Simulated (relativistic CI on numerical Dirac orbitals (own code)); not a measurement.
# Bi⁴⁺: calculation against measurement

Calculated at this level of theory: Dirac-Coulomb-Breit CI, KLI orbitals optimised for each configuration, a model potential for QED, valence Slater integrals scaled by 0.85, P86 correlation energy added to each configuration (own radial code, finite nucleus).

Configuration list (outside the closed core [Xe] 4f14): 5d10 6s, 5d10 6p, 5d10 6d, 5d9 6s2, 5d10 6f, 5d10 7s, 5d9 6s 5f, 5d10 5f, 5d9 6s 6p, 5d10 7p, 5d9 6s 5g, 5d10 7d, 5d10 8s. Double excitations out of closed p, d and f shells are left out; levels of such configurations are missing from the list, as are those of other unlisted configurations, and high levels can miss mixing partners.

```tsv
Configuration	Term (tabulated)	J	Measured (cm⁻¹)	Computed	Error	Purity (%)
5d10 6s	2S	1/2	0.0	0	0	100
5d10 6p	2P°	1/2	87754.0	85103	-2651	99
5d9 6s2	2D †	5/2	103656.0	149239	45583	100
5d10 6p	2P°	3/2	115674.0	112030	-3644	99
5d9 6s2	2D †	3/2	133772.0	173177	39405	100
5d10 6d	2D	3/2	229289.0	217762	-11527	100
5d10 6d	2D	5/2	232540.0	220805	-11735	100
5d10 7s	2S	1/2	233340.0	226499	-6841	100
5d10 7p	2P°	1/2	270625.0	255847	-14778	70
5d10 7p	2P°	3/2	281081.0	265014	-16067	89
5d10 7d	2D	3/2	317307.0	309768	-7539	100
5d10 7d	2D	5/2	318629.0	311158	-7471	100
5d10 8s	2S	1/2	320430.0	312687	-7743	100
```

Measured levels from Moore, Atomic Energy Levels, vol. III, NSRDS-NBS 35 (1971 reprint of NBS Circular 467, 1958); pairs were made by configuration, J and term (by order where the table uses no LS term), so strongly mixed levels may be paired wrongly. The analysis dates from before 1960.

Mean error by configuration (cm⁻¹): 5d10 6p -3148; 5d10 6d -11631; 5d10 7s -6841; 5d10 7p -15423; 5d10 7d -7505; 5d10 8s -7743. Over the excited levels the mean absolute error is 9000 cm⁻¹ (12 of the 12 excited levels that our extract of the source holds in range could be paired), and the median relative error of those above 1,000 cm⁻¹ is 3.1 %. † marks terms whose computed intervals miss the measured ones by more than a factor of 2.5, or configurations far off the rest, from wrong mixing, a near crossing or a doubtful label or measurement; they are left out of the means.
